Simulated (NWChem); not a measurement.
Species: THF (C4H8O); SMILES C1CCOC1

```xyz
13

C     -0.7249     0.9911    -0.2247
C      0.7329     0.9852     0.2240
C      1.1517    -0.4368    -0.1340
O     -0.0053    -1.2356    -0.0008
C     -1.1550    -0.4269     0.1351
H     -1.3353     1.7617     0.2681
H     -0.7911     1.1530    -1.3129
H      1.3500     1.7502    -0.2692
H      0.8001     1.1478     1.3121
H      1.9456    -0.8305     0.5226
H      1.5289    -0.4865    -1.1747
H     -1.5299    -0.4726     1.1769
H     -1.9539    -0.8144    -0.5191
```
Atoms are numbered in this order, from 1.

All runs: NWChem. Pople sets run with spherical d functions. Structure relaxed at the PBE0/def2-SVP level. Level TPSS/6-31G*: energy and gradient; each run changes one setting, and changes count from the defaults (medium grid, exact Coulomb integrals, symmetry on).

Q: Which setting moves the energy most, and by about how much (symmetry off; coarse grid; Coulomb fitting, Weigend set; defaults)?

A: Coulomb fitting, Weigend set, by about 300 μHa.
| setting | size of the energy change (μHa) | largest change of a gradient component (μHa/bohr) |
|---|---|---|
| defaults | < 10 | < 30 |
| coarse grid | 90 | 200 |
| symmetry off | < 10 | other frame |
| Coulomb fitting, Weigend set | 300 | 50 |
